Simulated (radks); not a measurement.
Q: Ar V, 14 electrons, occupied as [Ne] 3s2 3p2. Method: scalar-relativistic Kohn-Sham, LDA (Slater exchange, VWN5 correlation), spin-polarised, spherical densities, point nucleus; open shells are filled with parallel spins first; computed with a radial shooting solver on a logarithmic mesh with Libxc functionals. Some entries of the table are withheld. Estimate them.

orbital  occ.  eigenvalue (hartree)  r(max) (bohr)  <r^2> (bohr^2)
1s up       1             -116.9126        0.05621        0.009935
1s down     1             -116.8895        0.05620        0.009933
2s up       1                   (1)         0.3389          0.2038
2s down     1                   (2)         0.3390          0.2032
2p up       3                   (3)         0.2798          0.1753
2p down     3                   (4)         0.2800          0.1748
3s up       1              -3.04588          1.112           1.786
3s down     1              -2.92727          1.112           1.811
3p up       2              -2.45806          1.162           2.037
3p down     0              -2.34402          1.165           2.086

A: 
(1) 2s up eigenvalue (hartree): -13.37852
(2) 2s down eigenvalue (hartree): -13.35353
(3) 2p up eigenvalue (hartree): -10.96584
(4) 2p down eigenvalue (hartree): -10.93516
